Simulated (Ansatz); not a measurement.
`Sc1ccc(-c2ccc(-c3ccc(S)s3)s2)s1`. Total charge 0; singlet. Geometry PBE-D4/def2-SVP, basis def2-TZVP, Ansatz.

| run | HOMO (eV) | LUMO (eV) |
| --- | --- | --- |
| A | -5.27 | -1.98 |
| B | -4.48 | -2.56 |
| C | -5.35 | -1.96 |
| D | -7.17 | -0.22 |
| E | -4.59 | -2.53 |
| F | -7.07 | -0.22 |

Single mean-field runs in def2-TZVP are fitted with def2-universal-jkfit.

**Question.** The runs used PBE, PBE0, r2SCAN, r2SCAN0, ωB97M-V, ωB97X-V. Estimate which is which.

**Answer.** A PBE0 (25 % exact exchange); B PBE (0 % exact exchange); C r2SCAN0 (25 % exact exchange); D ωB97X-V (range-separated); E r2SCAN (0 % exact exchange); F ωB97M-V (range-separated). Exact exchange lowers occupied and raises empty levels; among semilocal functionals meta-GGAs tend to open the gap a little, and such runs are hard to tell apart. The gap grows from 1.91 eV (PBE) to 6.94 eV (ωB97X-V).
